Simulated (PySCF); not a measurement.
Excitation energy of O+ by level of theory

O+ [He] 2s2 2p3 (4S) → O+ [He] 2s2 2p2 3s1 (4P), as a difference of total energies. Computed with PySCF 2.14 in aug-cc-pVDZ-DK, with the spin-free X2C one-electron Hamiltonian (Gaussian nucleus). Correlated levels: valence: 1s2 frozen. The calculations carry no spin-orbit coupling.

| method | excitation energy (eV) |
| --- | --- |
| UHF | 22.792 |
| PBE | 23.003 |
| PBE0 | 23.103 |
| r2SCAN | 23.451 |
| M06 | 23.711 |
| BLYP | 22.901 |
| HSE06 | 23.098 |
| wB97X | 23.372 |
| MP2 (valence) | 22.987 |
| SCS-MP2 (valence) | 22.830 |

Estimate what LDA gives.

23.286 eV, closest to wB97X among the rows shown.

Estimate what ROHF gives.

22.822 eV, closest to SCS-MP2 (valence) among the rows shown.

Errors of the correlated levels include the incompleteness of this basis and the frozen core.

For comparison: 22.987 eV (measured; NIST levels, between the centres of gravity of the two terms).
